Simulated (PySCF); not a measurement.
Al(H)4, H₄Al (anion, charge -1), SMILES [AlH4-] (B3LYP/def2-SVP optimised geometry):

```
5

Al    -0.549    -0.776     0.000
H     -1.098    -1.552    -1.344
H      1.098    -0.776     0.000
H     -1.098    -1.552     1.344
H     -1.098     0.776     0.000
```

Calculation: B3LYP/def2-TZVPD run with PySCF.

Question: What are the frontier orbital energies?

Answer: HOMO-2 -2.16 eV, HOMO-1 -2.16 eV, HOMO -2.16 eV, LUMO 3.83 eV, LUMO+1 5.28 eV.

On the same geometry PySCF 2.14.0 with PBE/def2-TZVPD gives HOMO-2 -1.13 eV, HOMO-1 -1.13 eV, HOMO -1.13 eV, LUMO 3.65 eV, LUMO+1 4.93 eV.

Meta-Löwdin charges at B3LYP/def2-TZVPD: Al1 -0.10, H2 -0.22, H3 -0.22, H4 -0.22, H5 -0.22.
